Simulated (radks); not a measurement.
The nuclear charge of neutral bromine is varied continuously with 35 electrons held in [Ar] 3d10 4s2 4p5. All-electron calculation, scalar-relativistic Kohn-Sham, PBE, spin-polarised, spherical densities, finite nucleus; open shells are filled with parallel spins first; Fermi nuclear charge, rms radius 4.1629 fm. Program: a radial shooting solver on a logarithmic mesh with Libxc functionals. By the Hellmann-Feynman theorem dE/dZ = E(electron-nucleus)/Z, the electronic potential at the nucleus (averaged over a nucleus of fixed radius). The scalar-relativistic energy here is not variational (the density holds large components alone), so the two differ by a part that grows with Z.

Z      E (hartree)  E(electron-nucleus)/Z (hartree)  HOMO  e(HOMO) (eV)  <r> HOMO (bohr)
34.75  -2561.65674                         -177.828    4p        -4.995            2.217
35     -2606.39915                         -179.565    4p        -7.452            2.119
35.25  -2651.57747                         -181.301    4p       -10.101            2.035
35.5   -2697.19131                         -183.035    4p       -12.928            1.961
35.75  -2743.24043                         -184.768    4p       -15.923            1.895
36     -2789.72463                         -186.501    4p       -19.080            1.835

The central difference of E at Z = 35 is -179.841 hartree, to compare with the third column; the second derivative is -6.97 hartree.
